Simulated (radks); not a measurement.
Spherical quantum dot in the effective-mass picture: electrons in a well V = -V0 / (1 + exp((r - R)/a)) with V0 = 8.39, R = 7.76, a = 0.53, with a point charge +1 (a donor) at the centre, all in effective atomic units (hartree* = m*/eps^2 hartree, bohr* = eps/m* bohr), one dielectric constant everywhere. Calculated with a radial shooting solver with Libxc functionals: non-relativistic Kohn-Sham, LDA (Slater exchange, Perdew-Wang correlation), spin-polarised, spherical densities. Levels are named by radial order and angular momentum (1s, 1p, 1d, 2s, ...), and open shells are averaged over m. Results are scaled to m* = 0.03 and eps = 15.1, for which hartree* = 3.58 meV and bohr* = 26.64 nm.

N = 18, configuration 1s2 1p6 1d(up 5, down 4) 2s(up 1, down 0). This is the lowest configuration that the search found. Occupied and some empty levels:

level    occupation  eigenvalue (meV)  <r> (nm)
1s up             1           -18.960     115.1
1s down           1           -18.899     125.1
1p up             3           -18.731     133.0
1p down           3           -18.703     133.3
1d up             5           -18.413     137.5
2s up             1           -18.394     62.90
1d down           4           -18.387     137.6
2s down           0           -18.015     63.21
1f up             0           -17.980     141.2
1f down           0           -17.953     141.3
1g up             0           -17.440     144.6
1g down           0           -17.414     144.6
2p up             0           -17.081     98.09
2p down           0           -17.000     100.9

Energy (meV): total -437.148, kinetic 16.360, external -546.28, Hartree 107.42, exchange-correlation -14.644.
